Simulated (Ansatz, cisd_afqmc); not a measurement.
System: SiH, charge 0, doublet. SiH (SMILES [SiH], doublet).
B3LYP-D3(BJ)/def2-TZVP minimum from Ansatz (an electronic-structure program):
```
Si
H 1 1.5295
```
Charge 0, spin multiplicity 2.

Total energies in cc-pV(Q+d)Z, 5 correlated electrons, 5 frozen orbitals. UHF or UKS for unpaired electrons; spin-orbit terms are left out. Correlated methods leave the cores frozen. No relativity. AFQMC/CISD: phaseless, guided by CISD from CCSD amplitudes; bars are statistical, one sigma. Outlying blocks are dropped, and bars are widened where a walk drifts. Over all cases where full CI ran beside it in this data, AFQMC minus full CI had a median of +0.1 mEh and passed +0.4 mEh in a tenth of the cases. The determinant of HSi ([SiH], doublet) is a saddle point of the SCF energy; a lower one exists, which strains HF and MP2.

| method | program | energy (Eh) | minus CCSDT(Q) (mEh) |
|---|---|---|---|
| HF | Ansatz | -289.44219 | 112.90 |
| MP2 | Ansatz | -289.52838 | 26.72 |
| CCSD | Ansatz | -289.55079 | 4.30 |
| CCSD(T) | Ansatz | -289.55421 | 0.88 |
| CCSDT(Q) | Ansatz | -289.55509 | 0.00 |
| AFQMC/CISD | cisd_afqmc | -289.5549 ± 0.0002 | 0.2 ± 0.2 |

Rough core times of Ansatz's runs on a shared machine: CCSD(T) under 20 s, CCSDT(Q) 70 s.
